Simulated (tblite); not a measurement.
Calculated harmonic vibrations of the isolated species, GFN2-xTB (tblite), most abundant isotopes, no scaling. Against measured fundamentals such values can be off by several per cent, at times by over 20. One conformer each. Thermal functions are those of the rigid rotor and harmonic oscillator, without mixing of conformers.

**Question.** Order these by their ideal-gas entropy at 500 K and 1 bar, highest first (cal/(mol K)).
A. `CC[P-]C1CCCCC1`
B. `C#C[C@H](C=O)C(Cl)Cl`
C. `C[P+]1(C2CCC2)CCC1`
D. `C=C(C)[P+](C)(C)C1CC1`
E. `C[P+]12CCC(CC1)CC2`

**Answer.** D (140.5), C (132.8), A (129.4), E (119.4), B (116.6).

```tsv
SMILES	atoms	mass (u)	symmetry number	modes under 300 cm⁻¹	ZPE (kcal/mol)	S translation (cal/(mol K))	S rotation	S vibration	S	Cp
C=C(C)[P+](C)(C)C1CC1	25	143.10	1	12	134.4	43.4	31.0	66.1	140.5	72.5
C[P+]1(C2CCC2)CCC1	25	143.10	1	9	137.3	43.4	30.9	58.4	132.8	69.2
CC[P-]C1CCCCC1	25	143.10	1	8	139.2	43.4	31.5	54.5	129.4	66.7
C[P+]12CCC(CC1)CC2	25	143.10	3	6	139.1	43.4	28.3	47.8	119.4	67.9
C#C[C@H](C=O)C(Cl)Cl	12	149.96	1	7	45.3	43.5	31.1	42.0	116.6	43.0
```

Entropies and Cp are for 500 K and 1 bar.
